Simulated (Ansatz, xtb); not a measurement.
FH2O2Si2+: which of two structures lies lower

We compare a, a singlet given by its coordinates, with b, `O[Si@H](F)[O+]=[Si]`, a singlet. Both are isolated ions in the gas phase, relaxed with B3LYP-D3(BJ)/def2-SVP; the shapes shown needn't be the lowest conformers.

a (Å):

```xyz
7

F    -0.4989    2.6351    2.0832
O     1.4532    0.7165    2.3112
O    -0.3486    0.1897    0.8417
Si   -0.2656    1.0929    2.3499
Si    1.2514   -0.0783    0.9097
H    -1.0092    0.5220    3.4663
H     2.1762   -0.8092    0.0377
```

Close contacts (Å): F1–Si4 1.58, O2–Si4 1.76, O2–Si5 1.62, O3–Si4 1.76, O3–Si5 1.62, Si4–Si5 2.40, Si4–H6 1.46, Si5–H7 1.47.

b (Å):

```xyz
7

F     0.7937    1.3167   -1.5138
O     1.1744   -0.3164    0.6069
O     0.1902   -1.2187   -1.6063
Si    1.3609   -0.0782   -0.9799
Si   -0.9758   -2.1727   -2.0437
H     1.6488    0.1551    1.3048
H     2.6364   -0.4149   -1.6097
```

Quicker runs give these differences E(b) − E(a): GFN2-xTB −16.8 kcal/mol; HF/STO-3G −27.0 kcal/mol (at GFN2-xTB geometries); r2SCAN-D4/def2-SVP −11.9 kcal/mol (at GFN2-xTB geometries).

**Question.** Estimate E(b) − E(a) at the level CCSD(T)/def2-SVP + ΔMP2/def2-TZVPP.

**Answer.** Calculated at CCSD(T)/def2-SVP + ΔMP2/def2-TZVPP: E(b) − E(a) = −12.0 kcal/mol, so structure b lies lower.

How the difference moves with the method:

| level | geometry | E(b) − E(a) (kcal/mol) | departure from the last row (kcal/mol) | job, with rough time for the two |
| --- | --- | --- | --- | --- |
| GFN2-xTB | GFN2-xTB | −16.8 | −4.8 | optimisation, 0.33 s |
| HF/STO-3G | GFN2-xTB | −27.0 | −15.0 | single point, 0.77 s |
| r2SCAN-D4/def2-SVP | GFN2-xTB | −11.9 | +0.1 | single point, 9.6 s |
| B3LYP-D3(BJ)/def2-SVP | B3LYP-D3(BJ)/def2-SVP | −18.0 | −6.0 | optimisation, 77 s |
| HF/def2-SVP | B3LYP-D3(BJ)/def2-SVP | −24.1 | −12.1 | part of the CCSD(T) run |
| MP2/def2-SVP | B3LYP-D3(BJ)/def2-SVP | −15.5 | −3.5 | part of the CCSD(T) run |
| CCSD(T)/def2-SVP | B3LYP-D3(BJ)/def2-SVP | −20.0 | −8.0 | single point |
| CCSD(T)/def2-SVP + ΔMP2/def2-TZVPP | B3LYP-D3(BJ)/def2-SVP | −12.0 |  | single point, 49 s |

The levels shown agree on the order. The largest departure from CCSD(T)/def2-SVP + ΔMP2/def2-TZVPP is that of HF/STO-3G, 15.0 kcal/mol. The last row adds to CCSD(T) the change of the MP2 difference between the two basis sets, here +8.0 kcal/mol, a large step that makes the value less sure.

With harmonic frequencies from B3LYP-D3(BJ)/def2-SVP (ideal gas, rigid rotor, one conformer each, 400 K, 1 atm): the zero-point term adds +0.6 kcal/mol; ΔH is −10.4 and ΔG −13.6 kcal/mol.

The correlated steps freeze 13 core orbitals. Mirror images aren't counted in ΔG. Programs: Ansatz 0.2.0, xtb 6.7.1; the last row on 1 thread of Arm Neoverse N1 on a shared host.
